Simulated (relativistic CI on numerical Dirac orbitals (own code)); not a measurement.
## Slater and spin-orbit integrals, Pd³⁺

Computed by Dirac-Coulomb-Breit CI, separate exchange-only KLI orbitals for each configuration, QED by a radiative potential, valence Slater integrals scaled by 0.85, P86 correlation energy added to each configuration (own radial code, finite nucleus).

Slater integrals F^k, G^k are unscaled and averaged over j, outside the closed core [Ar] 3d10 4s2; ζ comes from projecting the Hamiltonian with its Breit term on Σ l·s of the shell.

- 4p⁶4d⁷: F^2(4d,4d) = 76868, F^4(4d,4d) = 50512, ζ(4d) = 1633.4 cm⁻¹; <r>(4d) = 1.304, <r^2>(4d) = 2 (bohr units).
- 4p⁶4d⁶5s: F^2(4d,4d) = 78850, F^4(4d,4d) = 51947, ζ(4d) = 1747.5, G^2(4d,5s) = 16444 cm⁻¹; <r>(4d) = 1.274, <r^2>(4d) = 1.907, <r>(5s) = 2.357, <r^2>(5s) = 6.224 (bohr units).
- 4p⁶4d⁶5p: F^2(4d,4d) = 79324, F^4(4d,4d) = 52302, ζ(4d) = 1776.1, F^2(4d,5p) = 27192, G^1(4d,5p) = 10230, G^3(4d,5p) = 9077.6, ζ(5p) = 2881.1 cm⁻¹; <r>(4d) = 1.268, <r^2>(4d) = 1.886, <r>(5p) = 2.755, <r^2>(5p) = 8.519 (bohr units).

**Question.** Give the Racah parameters of the d shell in 4p⁶4d⁷.

**Answer.** B = F²/49 − 5F⁴/441 = 996 cm⁻¹ and C = 35F⁴/441 = 4009 cm⁻¹; values fitted to spectra at such low charge are typically 15 to 30 % smaller.

In this model ζ of a weakly bound d, f or g electron outside closed shells comes out too small, for d by up to a factor of two or three and at times with the wrong sign; that of an outer p electron is too small as well.

Correlation outside the listed configurations is missing or only estimated: errors of thousands of cm⁻¹ between configurations and terms are usual at this charge. Rates and lifetimes follow the computed energies and can be off by large factors. The fine structure of a lone outer electron comes out too small, for d and f at times inverted, and misplaced configurations move strength between like terms.

Averages of the first 10 configurations, taken without configuration mixing, which lowers the lowest level and can move excited configurations by several eV; other configurations of the list can lie among them:

```
Configuration  Parity  States  Average energy above the lowest level (eV)
       4p⁶4d⁷    even     120                                         2.6
     4p⁶4d⁶5s    even     420                                        15.4
     4p⁶4d⁶5p     odd    1260                                        23.0
     4p⁶4d⁶4f     odd    2940                                        37.3
    4p⁶4d⁵5s²    even     252                                        31.3
     4p⁶4d⁶5d    even    2100                                        32.7
     4p⁶4d⁶6s    even     420                                        33.7
       4p⁵4d⁸     odd     270                                        58.1
     4p⁶4d⁶6p     odd    1260                                        36.4
   4p⁶4d⁵5s5p     odd    3024                                        38.2
```
